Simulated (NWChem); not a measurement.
Ionisation of CCl$_{2}$F

SMILES: Cl[C](F)Cl
```xyz
4

F     -1.6167    -0.0638     0.0000
C     -0.3456     0.3281     0.0000
Cl     0.4889    -0.0410    -1.4815
Cl     0.4889    -0.0410     1.4815
```
Charge 0, spin multiplicity 2.

The numbers come from NWChem runs, not from measurements. The geometry was optimised at UPBE/def2-SVP, a minimum by its harmonic frequencies.

Basis set: def2-SVPD. The species with one electron less has spin multiplicity 1 and keeps the geometry of the parent. Δ marks differences of total energies (open shells unrestricted; coupled cluster on restricted open-shell references). −ε marks an orbital energy of the parent. That orbital need not have the symmetry of the hole or added electron in the Δ rows. That singlet is a closed-shell solution.

The correlated methods keep 12 core orbitals frozen. The structure started from a generated list of species. The unpaired electrons of the parent sit in orbitals of symmetry a' (Cs labels of the run); other states weren't searched. No SCF solution was tested for a lower state. Open-shell Hartree-Fock references start from PBE0 orbitals.

### Question
Order these methods by the first vertical ionisation energy they give, lowest first: Δr2SCAN, −ε(alpha HOMO) of PBE, evGW0@PBE0, −ε(alpha HOMO) of HF.

### Answer
−ε(alpha HOMO) of PBE (5.69 eV), evGW0@PBE0 (9.03 eV), Δr2SCAN (9.56 eV), −ε(alpha HOMO) of HF (11.25 eV)
